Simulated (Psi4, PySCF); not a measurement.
Psi4 was given this input:
```
memory 2 GB

molecule {
1 2
  C     1.20157037   -0.25563874    0.05020774
  N    -0.07361319    0.19577290    0.07806270
  C    -1.27780004    0.16328114   -0.10230544
  H     1.82084780    0.42578309   -0.54672561
  H     1.59802141   -0.30357954    1.07231238
  H     1.29216775   -1.26554991   -0.39227970
  H    -1.82455331   -0.67618151   -0.55572515
  H    -1.91381327    1.00326311    0.18856539
}

set basis 6-31g*
set reference uks
set scf_type pk
set puream true
set d_convergence 1e-8
set dft_radial_points 99
set dft_spherical_points 590

energy('wb97x-v')
print_variables()
```

Write the same job for PySCF.

Several could match; the one computed here: 
```python
from pyscf import gto, scf, dft

mol = gto.Mole()
mol.atom = '''
    C     1.201570   -0.255639    0.050208
    N    -0.073613    0.195773    0.078063
    C    -1.277800    0.163281   -0.102305
    H     1.820848    0.425783   -0.546726
    H     1.598021   -0.303580    1.072312
    H     1.292168   -1.265550   -0.392280
    H    -1.824553   -0.676182   -0.555725
    H    -1.913813    1.003263    0.188565
'''
mol.basis = '6-31g*'
mol.charge = 1
mol.spin = 1
mol.verbose = 4
mol.build()

mf = dft.UKS(mol)
mf.xc = 'wb97x_v'
mf.grids.atom_grid = (99, 590)
mf.grids.prune = None
mf.kernel()
```

Both were run: Psi4 gave -133.559531 Eh and PySCF -133.559531 Eh, 0.000 mEh apart.
